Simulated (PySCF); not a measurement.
**`InChI=1S/C10H16S/c1-11-10-8-6-4-2-3-5-7-9-10/h6H,2-5,7,9H2,1H3`**

Cartesian coordinates in Å; atom numbers follow the order of the lines, from 1:
```xyz
27

C     3.133   -0.838    1.126
S     2.594    0.750    0.478
C     1.221    0.271   -0.534
C     0.880   -0.984   -0.734
C     0.271   -2.146   -0.682
C    -0.819   -2.402    0.340
C    -1.382   -1.112    0.935
C    -2.063   -0.236   -0.125
C    -1.977    1.276    0.069
C    -0.579    1.907    0.099
C     0.401    1.453   -1.000
H     3.381   -1.525    0.304
H     4.032   -0.644    1.727
H     2.359   -1.294    1.758
H     0.494   -2.940   -1.407
H    -1.625   -2.976   -0.151
H    -0.433   -3.061    1.139
H    -0.559   -0.560    1.416
H    -2.092   -1.358    1.741
H    -1.640   -0.480   -1.113
H    -3.129   -0.515   -0.193
H    -2.552    1.745   -0.748
H    -2.498    1.565    0.999
H    -0.096    1.729    1.074
H    -0.707    3.000    0.035
H    -0.134    1.190   -1.925
H     1.083    2.281   -1.256
```

Method used: PySCF 2.14.0, TDDFT CAM-B3LYP/def2-SVP circular dichroism and optical rotation, one conformer, gas phase. Geometry: PBE0-D3(BJ)/def2-SVP.

States above about 7.1 eV (minus the energy of the highest occupied orbital) lie near or above the ionisation threshold and depend on the basis. No stereocentre is labelled: unless the shape is locked (an allene, a helicene, a hindered biaryl), the mirror image is equally populated and a measured rotation or CD is zero.

**Question.** Draw the ECD and absorption spectra from the lowest 12 states, each a Gaussian of half-width 0.3 eV at 1/e height.

**Answer.** 
```
E (eV)  λ (nm)  Δε (L mol⁻¹ cm⁻¹)  ε (L mol⁻¹ cm⁻¹)
  4.18     296              +0.18              3.63
  4.28     290              +0.50              9.85
  4.38     283              +1.09              21.4
  4.48     277              +1.90              37.4
  4.58     271              +2.65              52.2
  4.68     265              +2.96              58.3
  4.78     259              +2.65              52.2
  4.88     254              +1.90              37.5
  4.98     249              +1.08              22.2
  5.08     244              +0.46              14.4
  5.18     239               0.00                26
  5.28     235              -0.57              90.7
  5.38     230              -1.50               295
  5.48     226              -2.43               800
  5.58     222              -1.42              1810
  5.68     218              +4.76              3420
  5.78     214             +17.30              5500
  5.88     211             +31.25              7590
  5.98     207             +37.02              9080
  6.08     204             +29.05              9470
  6.18     201             +12.25              8600
  6.28     197              -2.68              6790
  6.38     194              -9.30              4810
  6.48     191              -9.10              3720
  6.58     188              -7.21              4590
  6.68     186              -6.89              8060
  6.78     183              -7.33             13700
  6.88     180              -4.18             19600
  6.98     178              +7.57             23200
  7.08     175             +28.42             23000
  7.18     173             +51.05             19700
  7.28     170             +64.04             15000
  7.38     168             +61.20             10600
  7.48     166             +46.95              7610
  7.58     164             +31.78              6190
  7.68     161             +23.44              6130
  7.78     159             +22.49              6730
```
Δε uses R in velocity form, ε uses f in length form. Only the states computed contribute, so the short-wavelength end is incomplete.
